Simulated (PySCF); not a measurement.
Excitation energy of Cr by level of theory

Cr [Ar] 3d5 4s1 (7S) → Cr [Ar] 3d4 4s1 4p1 (high-spin determinant), as a difference of total energies. Calculation: PySCF 2.14, in aug-cc-pVDZ; no relativity, point nucleus. Correlated levels: valence: [Ar] frozen. The calculations carry no spin-orbit coupling.

```
           method  excitation energy (eV)
              UHF                   2.062
    MP2 (valence)                   2.993
SCS-MP2 (valence)                   2.373
   CCSD (valence)                   2.842
CCSD(T) (valence)                   2.865
```

**Question.** How much does correlation contribute at CCSD(T) (valence)?

**Answer.** 2.865 − (2.062) = 0.803 eV, measured against UHF.

The coupled-cluster amplitudes are large for the upper state (T1 above 0.03 or a double amplitude above 0.15), so a single reference is strained.

The determinant of the upper state mixes LS terms, which raises its energy above the lowest term, most at the Hartree-Fock and MP2 levels.
